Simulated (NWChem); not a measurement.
The numbers come from NWChem runs, not from measurements. System: HSe, charge 0, spin multiplicity 2, at a geometry optimised with UPBE0/def2-SVP. The structure started from a generated list of species. Its SCF solution wasn't tested for a lower state. Level: UHF/def2-TZVP.

Input file:

```
start mol
memory heap 200 mb stack 900 mb global 1100 mb
geometry units angstroms nocenter noautoz
  Se     0.000000     0.000000     0.042100
  H      0.000000     0.000000    -1.431392
  symmetry group C2v
end
basis spherical
  * library def2-tzvp
end
scf
  uhf
  nopen 1
  maxiter 100
  thresh 1e-7
  semidirect memsize 60000000 filesize 0
  # guess.movecs holds the orbitals of an unrestricted PBE0 run
  vectors input guess.movecs output mol.movecs
end
task scf energy
```

Output (cleaned and shortened):

```
             Northwest Computational Chemistry Package (NWChem) 7.3.0
             --------------------------------------------------------

                                NWChem Input Module
                                -------------------

 Scaling coordinates for geometry "geometry" by  1.889725989
 (inverse scale =  0.529177249)

 Turning off AUTOSYM since
 SYMMETRY directive was detected!

                             Geometry "geometry" -> ""
                             -------------------------

 Output coordinates in angstroms (scale by  1.889725989 to convert to a.u.)

  No.       Tag          Charge          X              Y              Z
 ---- ---------------- ---------- -------------- -------------- --------------
    1 Se                  34.0000     0.00000000     0.00000000     0.04210000
    2 H                    1.0000     0.00000000     0.00000000    -1.43139200

 Effective nuclear repulsion energy (a.u.)      12.2104676958

            Nuclear Dipole moment (a.u.)
            ----------------------------
        X                 Y               Z
 ---------------- ---------------- ----------------
     0.0000000000     0.0000000000     0.0000151178

      Symmetry information
      --------------------

 Group name             C2v
 Group number             16
 Group order               4
 No. of unique centers     2

      Symmetry unique atoms

     1    2


 Summary of "ao basis" -> "" (spherical)
 ------------------------------------------------------------------------------
       Tag                 Description            Shells   Functions and Types
 ---------------- ------------------------------  ------  ---------------------
 *                         def2-tzvp                  on all atoms

 Summary of "ao basis" -> "ao basis" (spherical)
 ------------------------------------------------------------------------------
       Tag                 Description            Shells   Functions and Types
 ---------------- ------------------------------  ------  ---------------------
 Se                        def2-tzvp                16       48   6s5p4d1f
 H                         def2-tzvp                 4        6   3s1p

                                 NWChem SCF Module
                                 -----------------

  ao basis        = "ao basis"
  functions       =    54
  atoms           =     2
  alpha electrons =    18
  beta  electrons =    17
  charge          =   0.00
  wavefunction    = UHF
  use symmetry    = T
  symmetry adapt  = T

 Summary of "ao basis" -> "ao basis" (spherical)
 ------------------------------------------------------------------------------
       Tag                 Description            Shells   Functions and Types
 ---------------- ------------------------------  ------  ---------------------
 Se                        def2-tzvp                16       48   6s5p4d1f
 H                         def2-tzvp                 4        6   3s1p

      Symmetry analysis of basis
      --------------------------

        a1         25
        a2          5
        b1         12
        b2         12

 Forming initial guess at       0.1s

   Symmetry analysis of molecular orbitals - initial alpha
   -------------------------------------------------------

  Numbering of irreducible representations:

     1 a1          2 a2          3 b1          4 b2

  Orbital symmetries:

     1 a1          2 a1          3 b2          4 a1          5 b1
     6 a1          7 b2          8 a1          9 b1         10 a1
[...]
   Bfn.  Coefficient  Atom+Function         Bfn.  Coefficient  Atom+Function
  ----- ------------  ---------------      ----- ------------  ---------------
    51      1.040896  2 H  s                 50     -0.639542  2 H  s
    21     -0.587375  1 Se pz                18      0.465092  1 Se pz
    39     -0.433981  1 Se d  0               6     -0.207064  1 Se s

 Vector   21  Occ=0.000000D+00  E= 3.111734D-01  Symmetry=b2
              MO Center=  3.4D-15, -6.1D-14, -2.2D-02, r^2= 5.2D+00
   Bfn.  Coefficient  Atom+Function         Bfn.  Coefficient  Atom+Function
  ----- ------------  ---------------      ----- ------------  ---------------
    20      1.497642  1 Se py                17     -1.278396  1 Se py
    11      0.190653  1 Se py

                     UHF Final Beta Molecular Orbital Analysis
                     -----------------------------------------

 Vector   15  Occ=1.000000D+00  E=-8.478814D-01  Symmetry=a1
              MO Center=  5.4D-16,  9.3D-15, -3.1D-01, r^2= 1.2D+00
   Bfn.  Coefficient  Atom+Function         Bfn.  Coefficient  Atom+Function
  ----- ------------  ---------------      ----- ------------  ---------------
     5      0.599712  1 Se s                  6      0.472106  1 Se s
     4     -0.361702  1 Se s                  3     -0.239564  1 Se s

 Vector   16  Occ=1.000000D+00  E=-5.033459D-01  Symmetry=a1
              MO Center= -1.6D-15,  2.2D-15, -2.3D-01, r^2= 1.8D+00
   Bfn.  Coefficient  Atom+Function         Bfn.  Coefficient  Atom+Function
  ----- ------------  ---------------      ----- ------------  ---------------
    18      0.365400  1 Se pz                 6      0.308918  1 Se s
    50     -0.276901  2 H  s                 12     -0.251849  1 Se pz
     5      0.245704  1 Se s                 15      0.213026  1 Se pz
    21      0.162388  1 Se pz

 Vector   17  Occ=1.000000D+00  E=-3.523693D-01  Symmetry=b1
              MO Center=  1.0D-14,  1.6D-15,  1.9D-02, r^2= 1.8D+00
   Bfn.  Coefficient  Atom+Function         Bfn.  Coefficient  Atom+Function
  ----- ------------  ---------------      ----- ------------  ---------------
    16      0.515811  1 Se px                19      0.369671  1 Se px
    10     -0.321910  1 Se px                13      0.281687  1 Se px

 Vector   18  Occ=0.000000D+00  E=-4.350312D-03  Symmetry=b2
              MO Center= -1.7D-15,  5.6D-13,  1.1D-02, r^2= 2.5D+00
   Bfn.  Coefficient  Atom+Function         Bfn.  Coefficient  Atom+Function
  ----- ------------  ---------------      ----- ------------  ---------------
    20      0.619512  1 Se py                17      0.308916  1 Se py
    11     -0.268342  1 Se py                14      0.238110  1 Se py

 Vector   19  Occ=0.000000D+00  E= 1.305164D-01  Symmetry=a1
              MO Center= -2.9D-15, -5.2D-15, -5.6D-01, r^2= 4.8D+00
   Bfn.  Coefficient  Atom+Function         Bfn.  Coefficient  Atom+Function
  ----- ------------  ---------------      ----- ------------  ---------------
    51      1.818992  2 H  s                 21      1.165898  1 Se pz
     6     -1.102723  1 Se s                 18      0.160158  1 Se pz

 Vector   20  Occ=0.000000D+00  E= 2.784493D-01  Symmetry=a1
              MO Center=  1.1D-14, -2.9D-14, -7.2D-01, r^2= 4.7D+00
   Bfn.  Coefficient  Atom+Function         Bfn.  Coefficient  Atom+Function
  ----- ------------  ---------------      ----- ------------  ---------------
    51      0.931489  2 H  s                 21     -0.745979  1 Se pz
    50     -0.650340  2 H  s                 18      0.554125  1 Se pz
    39     -0.373416  1 Se d  0               6     -0.175345  1 Se s

 center of mass
 --------------
 x =   0.00000000 y =   0.00000000 z =   0.04444648

 moments of inertia (a.u.)
 ------------------
           7.715557760953           0.000000000000           0.000000000000
           0.000000000000           7.715557760953           0.000000000000
           0.000000000000           0.000000000000           0.000000000000

  Mulliken analysis of the total density
  --------------------------------------

    Atom       Charge   Shell Charges
 -----------   ------   -------------------------------------------------------
    1 Se  34    34.13   2.00  2.00  1.16  0.78  1.00  0.98  6.00  5.93  0.94  2.20  1.09  8.97  1.04  0.01  0.05  0.01
    2 H    1     0.87   0.22  0.51  0.12  0.02

  Mulliken analysis of the alpha density
  --------------------------------------

    Atom       Charge   Shell Charges
 -----------   ------   -------------------------------------------------------
    1 Se  34    17.59   1.00  1.00  0.58  0.39  0.50  0.49  3.00  2.97  0.57  1.39  0.66  4.48  0.52  0.01  0.03  0.00
    2 H    1     0.41   0.11  0.24  0.05  0.01

   Mulliken analysis of the beta density
   -------------------------------------

    Atom       Charge   Shell Charges
 -----------   ------   -------------------------------------------------------
    1 Se  34    16.54   1.00  1.00  0.58  0.39  0.49  0.48  3.00  2.96  0.37  0.80  0.43  4.49  0.52  0.00  0.02  0.00
    2 H    1     0.46   0.11  0.27  0.06  0.01

   Mulliken analysis of the spin density
   -------------------------------------

    Atom       Charge   Shell Charges
 -----------   ------   -------------------------------------------------------
    1 Se  34     1.05  -0.00  0.00  0.00 -0.00  0.01  0.01  0.00  0.01  0.20  0.59  0.22 -0.01  0.00  0.01  0.01 -0.00
    2 H    1    -0.05  -0.01 -0.03 -0.01  0.00

       Multipole analysis of the density wrt the origin
       ------------------------------------------------

     L   x y z        total         alpha         beta         nuclear
     -   - - -        -----         -----         ----         -------
     0   0 0 0     -0.000000    -18.000000    -17.000000     35.000000

     1   1 0 0      0.000000      0.000000     -0.000000      0.000000
     1   0 1 0     -0.000000      0.000000     -0.000000      0.000000
     1   0 0 1     -0.254999     -0.127568     -0.127446      0.000015

     2   2 0 0    -16.145521     -8.541964     -7.603557      0.000000
     2   1 1 0     -0.000000     -0.000000     -0.000000      0.000000
     2   1 0 1     -0.000000     -0.000000      0.000000      0.000000
     2   0 2 0    -13.506074     -8.732262     -4.773811      0.000000
     2   0 1 1      0.000000      0.000000     -0.000000      0.000000
     2   0 0 2    -12.798193    -10.566132     -9.763953      7.531892

 Task  times  cpu:        1.1s     wall:        1.1s

 Total times  cpu:        1.1s     wall:        1.1s
```
